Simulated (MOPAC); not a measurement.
MOPAC input (PM6):

```
PM6 PRECISE GNORM=0.05 LET XYZ UHF MS=0.5 GEO-OK AUX(PRECISION=9) THREADS=1
C3H7Si

C    -2.49007000 1   -0.23584900 1   -0.01595200 1
C    -1.20688200 1    0.25536300 1   -0.10967500 1
C    -0.05192800 1   -0.47897700 1    0.13039600 1
Si    1.66769400 1    0.19379400 1    0.00080100 1
H    -2.67365700 1   -1.26629100 1    0.26223700 1
H    -3.34961700 1    0.38854700 1   -0.21609700 1
H    -1.09393400 1    1.29895900 1   -0.39379000 1
H    -0.18819400 1   -1.52112600 1    0.41335400 1
H     2.45998900 1   -0.55630300 1   -1.00666500 1
H     2.38509400 1    0.07868400 1    1.29596600 1
H     1.60587700 1    1.62119900 1   -0.39483900 1
```

Output:

```
 *******************************************************************************
 **                                                                           **
 **                              MOPAC v23.2.5                                **
 **                                                                           **
 *******************************************************************************
 ** MOPAC's Digital Object Identifier: https://doi.org/10.5281/zenodo.6511958 **
 **                                                                           **
 ** Please cite the open-source release paper for use of this MOPAC version:  **
 ** J. E. Moussa and J. J. P. Stewart (2026)                                  **
 ** MOPAC: An open-source semiempirical molecular orbital program             **
 ** J. Open Source Softw., 11(119), 8025, https://doi.org/10.21105/joss.08025 **
 *******************************************************************************

                              PM6 CALCULATION RESULTS

 *******************************************************************************
 *  PM6        - The PM6 Hamiltonian to be used
 *  GEO-OK     - OVERRIDE INTERATOMIC DISTANCE AND OTHER SAFETY CHECKS
 *  UHF        - UNRESTRICTED HARTREE-FOCK CALCULATION
 *  MS=        - IN MECI, MAGNETIC COMPONENT OF SPIN =  0.5
 *  LET        - OVERRIDE SOME SAFETY CHECKS
 *  PRECISE    - TIGHTER CRITERIA TO BE USED
 *  XYZ        - CARTESIAN COORDINATE SYSTEM TO BE USED
 *  GNORM      - EXIT WHEN GRADIENT NORM DROPS BELOW 0.050
 *  AUX        - OUTPUT AUXILIARY INFORMATION
 *******************************************************************************
PM6 PRECISE GNORM=0.05 LET XYZ UHF MS=0.5 GEO-OK AUX(PRECISION=9) THREADS=1
 C3H7Si

   ATOM   CHEMICAL          X               Y               Z
  NUMBER   SYMBOL      (ANGSTROMS)     (ANGSTROMS)     (ANGSTROMS)

     1       C         -2.49007000  *  -0.23584900  *  -0.01595200  *
     2       C         -1.20688200  *   0.25536300  *  -0.10967500  *
     3       C         -0.05192800  *  -0.47897700  *   0.13039600  *
     4      Si          1.66769400  *   0.19379400  *   0.00080100  *
     5       H         -2.67365700  *  -1.26629100  *   0.26223700  *
     6       H         -3.34961700  *   0.38854700  *  -0.21609700  *
     7       H         -1.09393400  *   1.29895900  *  -0.39379000  *
     8       H         -0.18819400  *  -1.52112600  *   0.41335400  *
     9       H          2.45998900  *  -0.55630300  *  -1.00666500  *
    10       H          2.38509400  *   0.07868400  *   1.29596600  *
    11       H          1.60587700  *   1.62119900  *  -0.39483900  *

          CARTESIAN COORDINATES

    NO.       ATOM           X           Y           Z

     1         C         -2.4901     -0.2358     -0.0160
     2         C         -1.2069      0.2554     -0.1097
     3         C         -0.0519     -0.4790      0.1304
     4        Si          1.6677      0.1938      0.0008
     5         H         -2.6737     -1.2663      0.2622
     6         H         -3.3496      0.3885     -0.2161
     7         H         -1.0939      1.2990     -0.3938
     8         H         -0.1882     -1.5211      0.4134
     9         H          2.4600     -0.5563     -1.0067
    10         H          2.3851      0.0787      1.2960
    11         H          1.6059      1.6212     -0.3948

 General Reference for PM6:
 "Optimization of Parameters for Semiempirical Methods V: Modification of NDDO Approximations
 and Application to 70 Elements", J. J. P. Stewart, J. Mol. Mod., 13, 1173-1213 (2007)
 URL: https://link.springer.com/article/10.1007/s00894-007-0233-4

           Empirical Formula: C3 H7 Si  =    11 atoms

      MOLECULAR POINT GROUP   :   Cs

          UHF CALCULATION, NO. OF ALPHA ELECTRONS =   12
                           NO. OF BETA  ELECTRONS =   11

          Geometry optimization using EF

          DIAGONAL MATRIX USED AS START HESSIAN

 CYCLE:     1  GRAD.:    21.378 HEAT:  30.03189
 CYCLE:     2  GRAD.:   105.658 HEAT:  33.55970
 CYCLE:     3  GRAD.:    33.868 HEAT:  30.14651
 CYCLE:     4  GRAD.:   148.125 HEAT:  36.84825
 CYCLE:     5  GRAD.:    56.259 HEAT:  30.65983
 CYCLE:     6  GRAD.:   113.687 HEAT:  37.24503
 CYCLE:     7  GRAD.:    37.348 HEAT:  30.32316
 CYCLE:     8  GRAD.:   124.086 HEAT:  37.39992
 CYCLE:     9  GRAD.:    43.041 HEAT:  30.33947
 CYCLE:    10  GRAD.:   121.152 HEAT:  39.14115
 CYCLE:    11  GRAD.:     8.848 HEAT:  29.52296
 CYCLE:    12  GRAD.:    44.454 HEAT:  30.18642
 CYCLE:    13  GRAD.:     4.192 HEAT:  29.48795
 CYCLE:    14  GRAD.:    14.070 HEAT:  29.57009
 CYCLE:    15  GRAD.:     1.669 HEAT:  29.47066
 CYCLE:    16  GRAD.:     1.933 HEAT:  29.46488
 CYCLE:    17  GRAD.:     1.605 HEAT:  29.45132
 CYCLE:    18  GRAD.:     3.601 HEAT:  29.41629
 CYCLE:    19  GRAD.:     1.320 HEAT:  29.40344
 CYCLE:    20  GRAD.:     0.698 HEAT:  29.40053
 CYCLE:    21  GRAD.:     0.456 HEAT:  29.39796
 CYCLE:    22  GRAD.:     0.226 HEAT:  29.39745
 CYCLE:    23  GRAD.:     0.084 HEAT:  29.39742
 CYCLE:    24  GRAD.:     0.049 HEAT:  29.39741

     GRADIENT =  0.04867 IS LESS THAN CUTOFF =  0.05000

 -------------------------------------------------------------------------------
 PM6 PRECISE GNORM=0.05 LET XYZ UHF MS=0.5 GEO-OK AUX(PRECISION=9) THREADS=1
 C3H7Si

     GEOMETRY OPTIMISED USING EIGENVECTOR FOLLOWING (EF).
     SCF FIELD WAS ACHIEVED

                              PM6 CALCULATION
                                                       MOPAC v23.2.5 Linux

          FINAL HEAT OF FORMATION =         29.39741 KCAL/MOL =     122.99877 KJ/MOL

          COSMO AREA              =        129.79 SQUARE ANGSTROMS
          COSMO VOLUME            =        118.78 CUBIC ANGSTROMS

          GRADIENT NORM           =          0.04867          =       0.01468 PER ATOM
          IONIZATION POTENTIAL    =          9.222240 EV
          ALPHA SOMO LUMO (EV)    =         -9.222  0.477
          BETA  SOMO LUMO (EV)    =        -10.791 -0.678
          NO. OF ALPHA ELECTRONS  =         12
          NO. OF BETA  ELECTRONS  =         11
          MOLECULAR WEIGHT        =         71.1738         POINT GROUP:  Cs

          MOLECULAR DIMENSIONS (Angstroms)

            Atom       Atom       Distance
            H     9    H     6     5.91936
            H    11    H     5     3.56462
            H     9    H    10     2.29778

          SCF CALCULATIONS        =         25

   ATOM   CHEMICAL          X               Y               Z
  NUMBER   SYMBOL      (ANGSTROMS)     (ANGSTROMS)     (ANGSTROMS)

     1       C         -2.48806409  *  -0.26273769  *  -0.00846552  *
     2       C         -1.21729950  *   0.28583294  *  -0.11842062  *
     3       C         -0.05708524  *  -0.43642122  *   0.11848104  *
     4      Si          1.67855149  *   0.19108265  *   0.00191814  *
     5       H         -2.65793574  *  -1.28856097  *   0.26889160  *
     6       H         -3.37914290  *   0.30999585  *  -0.19539500  *
     7       H         -1.14569170  *   1.34280036  *  -0.40756509  *
     8       H         -0.15552804  *  -1.49330947  *   0.40674638  *
     9       H          2.41136080  *  -0.61558876  *  -1.00296540  *
    10       H          2.33578474  *   0.02506883  *   1.32016950  *
    11       H          1.72623741  *   1.61830703  *  -0.39013500  *

                             CARTESIAN COORDINATES

   1    C       -2.488064094    -0.262737694    -0.008465522
   2    C       -1.217299498     0.285832944    -0.118420622
   3    C       -0.057085244    -0.436421224     0.118481036
   4   Si        1.678551490     0.191082651     0.001918135
   5    H       -2.657935737    -1.288560969     0.268891596
   6    H       -3.379142898     0.309995847    -0.195395002
   7    H       -1.145691704     1.342800361    -0.407565093
   8    H       -0.155528040    -1.493309469     0.406746384
   9    H        2.411360801    -0.615588761    -1.002965403
  10    H        2.335784740     0.025068833     1.320169501
  11    H        1.726237407     1.618307025    -0.390134999

           Empirical Formula: C3 H7 Si  =    11 atoms

      MOLECULAR POINT GROUP   :   Cs

          ALPHA EIGENVALUES
 -27.67700 -23.46281 -19.74424 -18.22786 -15.22365 -14.92348 -12.55383 -12.31546
 -11.41484 -11.31235 -11.14565  -9.22224   0.47744   0.99536   1.13717   1.24406
   1.79582   2.24043   2.82568   4.41220   4.67755   4.69856   5.11910   5.29161
   5.77100   5.99491   6.21650   6.46177

           BETA EIGENVALUES
 -27.59106 -23.20642 -19.65546 -18.18826 -15.07484 -14.74363 -12.45556 -11.76169
 -11.39959 -10.84696 -10.79085  -0.67800   0.51747   1.13418   1.19905   1.53293
   1.78598   2.78955   2.93804   4.48446   4.68505   4.71127   5.19100   5.39217
   5.80161   6.14598   6.37489   6.55722

              NET ATOMIC CHARGES AND DIPOLE CONTRIBUTIONS

  ATOM NO.   TYPE          CHARGE      No. of ELECS.   s-Pop       p-Pop       d-Pop
    1          C          -0.320580        4.3206     1.13797     3.18261
    2          C          -0.036102        4.0361     1.09482     2.94128
    3          C          -0.447232        4.4472     1.15260     3.29463
    4         Si           0.221696        3.7783     1.20695     1.98415     0.58720
    5          H           0.149469        0.8505     0.85053
    6          H           0.146359        0.8536     0.85364
    7          H           0.135028        0.8650     0.86497
    8          H           0.170012        0.8300     0.82999
    9          H          -0.004424        1.0044     1.00442
   10          H          -0.004428        1.0044     1.00443
   11          H          -0.009797        1.0098     1.00980
 DIPOLE           X         Y         Z       TOTAL
 POINT-CHG.     0.616     0.377    -0.084     0.727
 HYBRID        -1.173    -0.444     0.084     1.257
 SUM           -0.557    -0.067     0.001     0.561

          ATOMIC ORBITAL ELECTRON POPULATIONS

     Atom    s        px        py        pz      x^2-y^2     xz        z^2       yz        xy
    1  C   1.13797   1.05028   1.11799   1.01435
    2  C   1.09482   0.94944   1.04710   0.94475
    3  C   1.15260   1.14768   1.13043   1.01652
    4 Si   1.20695   0.55058   0.70436   0.72921   0.15751   0.15651   0.11133   0.08529   0.07656
    5  H   0.85053
    6  H   0.85364
    7  H   0.86497
    8  H   0.82999
    9  H   1.00442
   10  H   1.00443
   11  H   1.00980

                    (SZ)    =    0.500000
                    (S**2)  =    0.891550

          ATOMIC ORBITAL SPIN POPULATIONS

    Atom   Total    s     px     py     pz   x^2-y^2  xz     z^2    yz     xy
         Atomic
    1  C  0.7749  0.020  0.034  0.077  0.643
    2  C -0.4451 -0.018 -0.037 -0.048 -0.342
    3  C  0.7173  0.018  0.035  0.072  0.591
    4 Si  0.0013 -0.005 -0.016 -0.003 -0.005 -0.002  0.032 -0.001 -0.000  0.002
    5  H -0.0257 -0.026
    6  H -0.0260 -0.026
    7  H  0.0153  0.015
    8  H -0.0248 -0.025
    9  H  0.0070  0.007
   10  H  0.0070  0.007
   11  H -0.0011 -0.001

 **********************
 *                    *
 * JOB ENDED NORMALLY *
 *                    *
 **********************

 == MOPAC DONE ==
```

The geometry given is a B3LYP-D3(BJ)/def2-TZVP minimum.

The determinant is spin-contaminated: <S^2> is 0.89 against 0.75 for a pure state.
